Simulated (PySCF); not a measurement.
B(OH)2(OEt) (C2H7BO3), SMILES O(CC)B(O)O. Geometry optimised at PBE-D3(BJ)/def2-SVP. One conformer was computed; it need not be the lowest.

Computed equilibrium geometry at PBE-D3(BJ)/def2-SVP (PySCF confirms it by a frequency run) as bond lengths and angles (one conformer of several):
Atoms: B1 O2 H3 O4 H5 O6 C7 C8 H9 H10 H11 H12 H13. Bond lengths (Å): B1–O2 1.380, B1–O4 1.386, B1–O6 1.367, O2–H3 0.970, O4–H5 0.970, O6–C7 1.424, C7–C8 1.523, C7–H9 1.111, C7–H10 1.113, C8–H11 1.109, C8–H12 1.109, C8–H13 1.108. Bond angles (°): O2–B1–O4 125.1, O2–B1–O6 115.9, O4–B1–O6 119.0, B1–O2–H3 113.8, B1–O4–H5 114.3, B1–O6–C7 121.0, O6–C7–C8 111.7, O6–C7–H9 106.5, O6–C7–H10 110.5, C8–C7–H9 110.3, C8–C7–H10 110.1, H9–C7–H10 107.6, C7–C8–H11 110.6, C7–C8–H12 110.7, C7–C8–H13 110.6, H11–C8–H12 108.3, H11–C8–H13 108.5, H12–C8–H13 108.1.
